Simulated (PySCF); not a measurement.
Si(Me)2(Cl)2 (C₂H₆Cl₂Si), SMILES C[Si](Cl)(Cl)C.

The structure is a stationary point at TPSSh-D3(BJ)/def2-SVP. The isomer is the one that the SMILES or the coordinates give; other isomers of the formula were not compared.

Calculation: TPSSh-D3(BJ)/def2-SVP (PySCF).

Frequencies are harmonic and unscaled.

```
mode  ν (cm⁻¹)  IR (km/mol)  Raman (Å⁴/amu)  depolarisation  moving atoms (share of kinetic energy)
----  --------  -----------  --------------  --------------  --------------------------------------
1          157          1.5             2.8            0.73                 Cl 55 %, C 29 %, H 14 %
2          159          0.0             0.0               –                                  H 97 %
3          164          0.0             2.3            0.75                 C 44 %, H 29 %, Cl 27 %
4          170          0.1             0.0               –                                  H 99 %
5          212          1.4             1.7            0.75        H 30 %, C 30 %, Cl 29 %, Si 11 %
6          217          3.0             2.2            0.72        Cl 34 %, C 26 %, H 24 %, Si 16 %
7          231         12.6             2.9            0.75        C 31 %, Si 29 %, Cl 22 %, H 18 %
8          468         31.7            13.4            0.01                Cl 53 %, C 22 %, Si 18 %
9          554        109.1             3.6            0.75                 Si 51 %, Cl 38 %, H 9 %
10         688         46.3            10.8            0.21                 C 46 %, Si 30 %, H 21 %
11         702          1.4             3.0            0.75                          H 61 %, C 31 %
12         760          0.0             1.4            0.75                          H 79 %, C 21 %
13         806         98.2             0.8            0.75                 Si 38 %, H 35 %, C 27 %
14         842        132.6             0.3            0.75                 H 64 %, C 21 %, Si 14 %
15         866         92.8             0.7            0.43                 H 65 %, C 23 %, Si 12 %
16        1285         29.0             0.5            0.75                          H 77 %, C 22 %
17        1290         11.2             0.3            0.24                          H 79 %, C 21 %
18        1441          2.3             0.0               –                                  H 96 %
19        1441          0.0            21.7            0.75                                  H 95 %
20        1448          3.0            21.5            0.75                                  H 96 %
21        1454          6.2             0.1            0.75                                  H 96 %
22        3034          0.8             0.6            0.75                                  H 97 %
23        3036          2.3           278.0            0.00                                  H 97 %
24        3130          0.0            20.6            0.75                           H 91 %, C 9 %
25        3131          7.1           151.9            0.75                           H 91 %, C 9 %
26        3142          2.5           108.1            0.74                           H 91 %, C 9 %
27        3142          0.6            60.1            0.75                           H 91 %, C 9 %
```
